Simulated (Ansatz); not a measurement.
HfSi2Cl2O3H4⁻, that is (Cl)2Hf(OSiH2)2O with one electron more. Total charge -1; doublet. Geometry B3LYP-D4/def2-SVP, that of the neutral singlet.

```
atom    x (Å)    y (Å)    z (Å)
 Hf1  -1.2199   1.1505   0.9514
 Cl2  -0.4759   2.9656   2.2865
 Cl3  -3.5715   0.8458   0.8658
  O4  -0.3327  -0.4925   1.4679
 Si5   0.7331  -1.5592   0.7291
  O6   1.0245  -0.9659  -0.7988
 Si7   0.5768   0.3249  -1.7498
  O8  -0.4761   1.2591  -0.8342
  H9   0.0980  -2.8944   0.6300
 H10   1.9998  -1.5948   1.4972
 H11  -0.1301  -0.1685  -2.9551
 H12   1.7740   1.1291  -2.0900
```

In the def2 sets Hf takes a core potential; there is no spin–orbit coupling. At PBE-D4/def2-SVP, PBE0-D4/def2-SVP the highest occupied level of the charge -1 doublet lies above zero (up to 2.61 eV). By energy differences it is unbound by 0.46 eV (vertical, to the charge 0 singlet, at PBE-D4/def2-SVP) and held by the finite basis.

Task: Estimate the α-spin orbital energies around the gap (eV) in Ansatz with PBE-D4/def2-SVP, PBE0-D4/def2-SVP.

Result: 
```
orbital  PBE-D4/def2-SVP  PBE0-D4/def2-SVP
 HOMO−5            -3.65             -4.95
 HOMO−4            -3.57             -4.91
 HOMO−3            -3.44             -4.71
 HOMO−2            -3.30             -4.58
 HOMO−1            -3.29             -4.56
   HOMO             2.61              2.13
   LUMO             2.95              3.85
 LUMO+1             2.96              4.15
 LUMO+2             3.28              4.20
 LUMO+3             3.50              4.29
 LUMO+4             3.69              4.64
 LUMO+5             3.76              4.66
 β HOMO            -3.27             -4.51
 β LUMO             2.99              3.82
```
